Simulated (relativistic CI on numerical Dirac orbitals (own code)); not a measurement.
## Ligand-field terms of d6

Computed with a parametric ligand-field model of a d^n configuration (Racah B and C, spin-orbit zeta, crystal field), exact diagonalisation.

Field parameters in Wybourne normalisation: Oh B⁴₀ = 21Dq, B⁴₄ = √(5/14) B⁴₀. The field is a parameter set, without covalency.

B = 710 cm⁻¹, C = 2520 cm⁻¹ (C/B = 3.55), Oh, no spin-orbit coupling. Tanabe-Sugano data, E/B above the lowest term (Δ = |10Dq|; b, c mark the second and third term of a kind):

```csv
Δ/B,5T2,5E,3T1,3T2,3T1(b),1A1,1T1,1T2
1.0,0.00,1.00,17.91,18.25,18.85,26.29,26.79,27.27
5.0,0.00,5.00,14.99,17.31,19.11,19.50,23.33,26.90
9.0,0.00,9.00,11.43,15.21,19.13,12.10,19.59,26.13
13.0,0.00,13.00,7.73,12.45,19.14,4.51,15.77,24.70
17.0,3.19,20.19,7.14,12.50,22.34,0.00,15.09,25.66
21.0,10.94,31.94,11.07,16.89,30.11,0.00,18.95,30.60
25.0,18.74,43.74,15.02,21.17,37.92,0.00,22.84,35.21
29.0,26.58,55.58,18.97,25.38,45.76,0.00,26.74,39.64
33.0,34.44,67.44,22.93,29.54,53.62,0.00,30.66,43.95
37.0,42.31,79.31,26.90,33.66,61.50,0.00,34.58,48.18
41.0,50.21,91.21,30.87,37.76,69.40,0.00,38.52,52.36
45.0,58.11,103.11,34.84,41.84,77.31,0.00,42.46,56.51
```

The ground term changes from 5T2 to 1A1 between Δ/B = 13.0 and 17.0.
